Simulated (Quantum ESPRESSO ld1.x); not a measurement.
The numbers below are computed, except where a source is named.
Question: The aim is the zirconium ion Zr3+ in [Kr] 4d1. What will ld1.x (Quantum ESPRESSO 7.5) do with this input?

```
 &input
    zed=40.0,
    iswitch=1,
    rel=0,
    dft='PW',
    config='[Kr] 4d1 2d1',
    prefix='ld1',
    max_out_wfc=37,
    file_charge='ld1.rho',
 /
```

Answer: Refused. The program stops in el_config with "main/angular quantum number mismatch": l must be smaller than n.

Output (excerpt):

```
     Program LD1 v.7.5 starts

 %%%%%%%%%%%%%%%%%%%%%%%%%%%%%%%%%%%%%%%%%%%%%%%%%%%%%%%%%%%%%%%%%%%%%%%%%%%%%%
     Error in routine el_config (10):
     main/angular quantum number mismatch
 %%%%%%%%%%%%%%%%%%%%%%%%%%%%%%%%%%%%%%%%%%%%%%%%%%%%%%%%%%%%%%%%%%%%%%%%%%%%%%

     stopping ...
```

Run on one thread of a shared host, so times are rough (Intel(R) Xeon(R) Processor @ 2.60GHz): 0.46 s of CPU time, 0.49 s wall.
